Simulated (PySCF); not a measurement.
Ground-state electric properties of a mixed set of molecules.

All values: B3LYP/def2-SVPD (PySCF) at PBE0-D3(BJ)/def2-SVP geometries, gas phase, one conformer each. Core orbitals are frozen in the response; Δα² is half the sum of the squared differences of the principal polarisabilities.

(1) Rank by mean static polarisability, lowest first.
A. `CCCCCCC`
B. `ClC(Cl)[SiH]1OCCCO1`
C. `C(CCC[C@@H](O)C)CC`
D. `CCCP1CC1`

(2) Rank by vertical ionisation energy (ΔSCF), lowest first.
A. `CCC(C)(C)CC`
B. `ClC(Cl)[SiH]1OCCCO1`
C. `P1(CC1)CCC`

(3) Rank by HOMO–LUMO gap, highest first.
A. `CCCCCCC`
B. `ClC(Cl)[SiH]1OCCCO1`
C. `C1P(C1)CCC`
D. `CCCCCC[C@H](C)O`
E. `C(CC)(C)(C)CC`

Answers

(1) D (12.79 Å³), A (13.39 Å³), B (15.56 Å³), C (15.84 Å³).

(2) C (9.01 eV), B (9.57 eV), A (10.27 eV).

(3) A (9.03 eV), E (8.69 eV), D (7.89 eV), B (7.22 eV), C (7.09 eV).

All values together:

| SMILES | formula | μ (D) | HOMO (eV) | LUMO (eV) | α (Å³) | Δα (Å³) | electrons | α per electron (Å³) | ΔSCF removal energy (eV) |
| --- | --- | --- | --- | --- | --- | --- | --- | --- | --- |
| CCCCCC[C@H](C)O | C8H18O | 1.76 | -7.53 | 0.36 | 15.84 | 5.01 | 74 | 0.214 | 9.59 |
| ClC(Cl)[SiH]1OCCCO1 | C4H8Cl2O2Si | 3.79 | -7.74 | -0.52 | 15.56 | 4.30 | 96 | 0.162 | 9.57 |
| CCCCCCCCO | C8H18O | 1.56 | -7.60 | 0.26 | 15.88 | 5.31 | 74 | 0.215 | 9.61 |
| CCCP1CC1 | C5H11P | 1.18 | -6.80 | 0.29 | 12.79 | 3.48 | 56 | 0.228 | 9.01 |
| CCC(C)(C)CC | C7H16 | 0.05 | -8.32 | 0.36 | 12.99 | 1.07 | 58 | 0.224 | 10.27 |
| CCCCCCC | C7H16 | 0.09 | -8.50 | 0.53 | 13.39 | 4.41 | 58 | 0.231 | 10.34 |

Conformers: `[CH3:1][CH2:2][CH2:3][CH2:4][CH2:5][CH2:6][C@H:7]([CH3:8])[OH:9]` with C1–C2–C3–C4 180°, C2–C3–C4–C5 180°, C3–C4–C5–C6 180°, C4–C5–C6–C7 -175°, C5–C6–C7–C8 -63°; `[Cl:1][CH:2]([Cl:3])[SiH:4]1[O:5][CH2:6][CH2:7][CH2:8][O:9]1` with Cl1–C2–Si4–O5 61°, C2–Si4–O5–C6 140°, Si4–O5–C6–C7 -42°, O5–C6–C7–C8 58°, C6–C7–C8–O9 -59°; `[CH3:1][CH2:2][CH2:3][CH2:4][CH2:5][CH2:6][CH2:7][CH2:8][OH:9]` with C1–C2–C3–C4 180°, C2–C3–C4–C5 180°, C3–C4–C5–C6 180°, C4–C5–C6–C7 180°, C5–C6–C7–C8 -175°; `[CH3:1][CH2:2][CH2:3][P:4]1[CH2:5][CH2:6]1` with C1–C2–C3–P4 -67°, C2–C3–P4–C5 151°; `[CH3:1][CH2:2][C:3]([CH3:4])([CH3:5])[CH2:6][CH3:7]` with C1–C2–C3–C4 64°, C2–C3–C6–C7 -57°; `[CH3:1][CH2:2][CH2:3][CH2:4][CH2:5][CH2:6][CH3:7]` with C1–C2–C3–C4 180°, C2–C3–C4–C5 180°, C3–C4–C5–C6 180°, C4–C5–C6–C7 180°.

Problem. By how much does the ΔSCF value exceed −ε(HOMO) over the species that have both?

Solution. By 1.83 to 2.21 eV, 1.98 eV on average, over 6 species.
